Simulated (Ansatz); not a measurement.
`C[N]=[Mo]([NH2])(=[O])[Cl]` + H–F → `C[N]=[Mo]([NH2])(=[O])[F]` + HCl  (ligand exchange at a Mo–Cl bond)

Gas-phase electronic energies from Ansatz, PBE0-D4/def2-TZVP geometries. CCSD(T)/CBS is the MP2 limit (def2-TZVPP, def2-QZVPP) plus CCSD(T) − MP2 in def2-TZVPP, frozen cores. This one scheme is used for every species. Functionals use def2-TZVPP. HSE06 is defined as in plane-wave codes. Elements past krypton have def2 core potentials. For Mo outer-core shells are correlated without core-valence functions, which leaves a few kJ/mol of doubt a bond. Each species was taken in one conformer, which may not be the lowest.

`C[N]=[Mo]([NH2])(=[O])[Cl]`:

```xyz
11

C    -0.649    0.950   -1.703
N     0.087    0.278   -0.694
Mo    0.247   -0.957    0.495
N     0.697   -0.036    2.127
O    -1.210   -1.778    0.656
Cl    1.900   -2.388   -0.175
H    -1.675    0.574   -1.778
H    -0.152    0.823   -2.671
H    -0.681    2.023   -1.484
H     0.482   -0.425    3.034
H     0.955    0.936    2.194
```

H–F:

```xyz
2

F     0.238    0.357   -0.165
H    -0.238   -0.357    0.165
```

`C[N]=[Mo]([NH2])(=[O])[F]`:

```xyz
11

C    -1.766    1.020    0.015
N    -0.630    0.243    0.362
Mo    1.070   -0.031    0.400
N     1.320   -1.707   -0.520
O     1.857    1.205   -0.424
F     1.633   -0.124    2.180
H    -2.453    0.418   -0.589
H    -1.488    1.912   -0.557
H    -2.301    1.328    0.919
H     2.180   -1.924   -1.003
H     0.580   -2.339   -0.784
```

HCl:

Z-matrix (Å, degrees):
```
Cl
H 1 1.279
```

CCSD(T)/CBS gives +23.8 kJ/mol.

(1) Another level gave -2.5 kJ/mol. Which?
A. MP2/def2-TZVPP
B. BLYP/def2-TZVPP
C. HSE06/def2-TZVPP
D. BHLYP/def2-TZVPP

Largest T1 diagnostic among the species: 0.022, so the coupled-cluster value is less sure than usual.

Answers

(1) B. BLYP -2.5, MP2/def2-TZVPP 39.1, BHLYP 7.0, HSE06 12.8 kJ/mol.

The D4 term adds +7.1 kJ/mol with B3LYP and +3.9 kJ/mol with PBE0; it sums over pairs of atoms, weighted by their polarisabilities, and B3LYP, whose exchange is more repulsive, gets the larger term. From PBE to PBE0 (25 % exact exchange), in def2-TZVPP and without D4, ΔE moves by +6.4 kJ/mol.

CCSD(T)/CBS has its own doubt, a few kJ/mol and more with outer-core shells, so smaller differences from it don't rank the levels.

B3LYP here is the variant with VWN-RPA as its local correlation; programs differ in this.
